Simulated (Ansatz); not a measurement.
One change: `[CH3][AlH][O][SiH2][SiH3]` becomes `[SiH3]O[SiH2][SiH3]`.

Ansatz, PBE0-D4/def2-TZVP geometries, multiplicity 1. Each molecule was computed in one conformer, which needn't be the lowest.

```json
{"property": "LUMO energy (PBE0/def2-TZVPP) / eV", "`[CH3][AlH][O][SiH2][SiH3]`": "-0.77"}
{"property": "LUMO energy (ωB97M-V/def2-TZVPP) / eV", "`[CH3][AlH][O][SiH2][SiH3]`": "0.77"}
{"property": "HOMO energy (B3LYP/def2-TZVPP) / eV", "`[CH3][AlH][O][SiH2][SiH3]`": "-7.41"}
{"property": "HOMO energy (ωB97M-V/def2-TZVPP) / eV", "`[CH3][AlH][O][SiH2][SiH3]`": "-9.70"}
{"property": "LUMO energy (PBE/def2-TZVPP) / eV", "`[CH3][AlH][O][SiH2][SiH3]`": "-1.56"}
{"property": "size of the dipole moment (B3LYP/def2-TZVPP) / D", "`[CH3][AlH][O][SiH2][SiH3]`": "1.00"}
```

(1) What does the change do to each property? (Best estimate.)

Results:

(1) Computed: 
```tsv
property	`[SiH3]O[SiH2][SiH3]`	shift
LUMO energy (PBE0/def2-TZVPP) / eV	-0.62	0.15
LUMO energy (ωB97M-V/def2-TZVPP) / eV	1.12	0.35
HOMO energy (B3LYP/def2-TZVPP) / eV	-7.80	-0.39
HOMO energy (ωB97M-V/def2-TZVPP) / eV	-10.07	-0.37
LUMO energy (PBE/def2-TZVPP) / eV	-1.48	0.08
size of the dipole moment (B3LYP/def2-TZVPP) / D	0.24	-0.76
```

With PBE0 the HOMO falls by 0.39 eV and the LUMO rises by 0.15 eV, so the gap widens by about 0.54 eV. PBE moves the HOMO by -0.41 eV and ωB97M-V by -0.37 eV. Dipoles are sizes alone; their direction can turn.

B3LYP here is the variant with VWN-RPA as its local correlation; programs differ in this.
